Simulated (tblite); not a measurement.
Species: C6H7F3Si.
Atom-mapped SMILES: `[F:1][C:2]([F:3])=[C:4]([F:5])/[CH:6]=[CH:7]\[C@@H:8]1[CH2:9][SiH2:10]1` (hydrogens: H11 on C6; H12 on C7; H13 on C8; H14, H15 on C9; H16, H17 on Si10)

Geometry (GFN2-xTB, Å), atoms numbered from 1 in this order:
```xyz
17
C6H7F3Si angstrom
F      3.8405   -1.6628   -1.0767
C      3.2482   -0.8421   -0.2131
F      4.1413   -0.3210    0.6297
C      1.9388   -0.5585   -0.1720
F      1.1680   -1.1731   -1.0999
C      1.3319    0.3158    0.7906
C      0.0389    0.6980    0.8529
C     -1.0432    0.3349   -0.0222
C     -2.3704    1.0917    0.0789
Si    -2.5270   -0.6597    0.7256
H      2.0271    0.6802    1.5320
H     -0.2332    1.3386    1.6832
H     -0.7611    0.0297   -1.0194
H     -2.3756    1.9206    0.7747
H     -2.8140    1.3684   -0.8673
H     -3.1101   -1.6825   -0.1191
H     -2.5074   -0.8662    2.1615
```

Calculated harmonic vibrations of the isolated species, GFN2-xTB (tblite), most abundant isotopes, no scaling. This tight-binding method is rough: wavenumbers can miss measured ones by several per cent, in bad cases by 10 to 20. Modes of hydrogen on silicon can be 10 to 20 % off. One conformer, not necessarily the lowest.

Harmonic wavenumbers (cm⁻¹): 35.0, 39.7, 111.6, 127.7, 177.7, 201.1, 267.7, 289.4, 331.1, 401.0, 412.8, 442.0, 463.4, 504.3, 521.3, 527.9, 606.0, 647.2, 723.9, 744.2, 751.3, 790.4, 801.4, 886.5, 926.0, 928.9, 1038.4, 1047.2, 1096.1, 1147.6, 1198.0, 1245.4, 1280.8, 1285.0, 1405.4, 1432.8, 1614.7, 1711.9, 2375.4, 2391.5, 3043.5, 3054.4, 3068.3, 3083.4, 3094.0.

A = 2969, B = 460.4, C = 427.5 MHz; mass 164.027 u (most abundant isotopes); point group C1, symmetry number 1.

**Question.** What is the zero-point energy?

**Answer.** ½Σν̃ = 24137 cm⁻¹ = 288.74 kJ/mol.

**Question.** What is S at 350 K and 1 bar for an ideal gas of classical rigid rotors and harmonic oscillators?

**Answer.** Translation 175.79, rotation 130.40, vibration 167.45: S = 473.6 J/(mol K).

**Question.** And Cp and H(350 K) − H(0)?

**Answer.** Cp = 200.80 J/(mol K), of which vibrations give 167.54 (their classical limit is 45 R = 374.2); H(350 K) − H(0) = 41.84 kJ/mol without the zero-point energy, 30.19 from vibrations.

**Question.** What must be added to the electronic energy to get the Gibbs energy at 350 K and 1 bar?

**Answer.** ZPE + [H(350 K) − H(0)] − T·S = 288.74 + 41.84 − 165.77 = 164.81 kJ/mol.

**Question.** How do the functions run with temperature in this model?

**Answer.** 
```csv
T (K),S (J/(mol K)),Cp (J/(mol K)),H − H(0) (kJ/mol),G − H(0) (kJ/mol),ln q(vib)
150,346.4,108.0,10.50,-41.47,3.81
250,413.5,157.9,23.83,-79.54,6.78
298.15,443.2,179.6,31.96,-100.16,8.22
400,501.7,218.9,52.34,-148.33,11.24
600,601.5,272.8,101.95,-258.95,16.93
900,721.9,319.8,191.52,-458.21,24.63
```

q(vib) and H(0) count from the zero-point level.

Hindered rotation and anharmonicity are outside this model. Other conformers, if any are populated, would add a mixing term that is left out. The structure is chiral; the term R ln 2 for an equal mix with its mirror image is left out.
